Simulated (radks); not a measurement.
The numbers below are computed, except where a source is named.
Charge is removed step by step from the 5d5/2 level of the platinum ion Pt+, starting from [Xe] 4f14 5d(3/2: 4, 5/2: 5). Code: a radial shooting solver on a logarithmic mesh with Libxc functionals. Model: Dirac Kohn-Sham, BLYP, spin-unpolarised, spherical densities, finite nucleus; Fermi nuclear charge, rms radius 5.427 fm.

removed (e)  E - E(0) (eV)  eigenvalue (eV)  E minus straight line (eV)
0                    0.000          -13.655                       0.000
0.125                1.791          -15.000                      -0.615
0.25                 3.751          -16.369                      -1.060
0.375                5.884          -17.763                      -1.332
0.5                  8.193          -19.181                      -1.428
0.625               10.680          -20.621                      -1.346
0.75                13.349          -22.084                      -1.082
0.875               16.202          -23.568                      -0.635
1                   19.242          -25.074                       0.000

Removing the whole electron costs 19.242 eV by Delta-SCF, against 13.655 eV from minus the eigenvalue at the starting occupation. Slater's transition state (half an electron removed) gives 19.181 eV. Integrating minus the eigenvalue over the occupation (Janak's theorem) gives 19.242 eV. The mean slope of the eigenvalue, de/dn, is 11.4 eV per electron. Ionisation energy of Pt+ in the NIST Atomic Spectra Database: 18.6 eV (measured).

Beside tabulated values, note that spin-unpolarised runs miss the spin-polarisation part of the exchange energy of open shells.
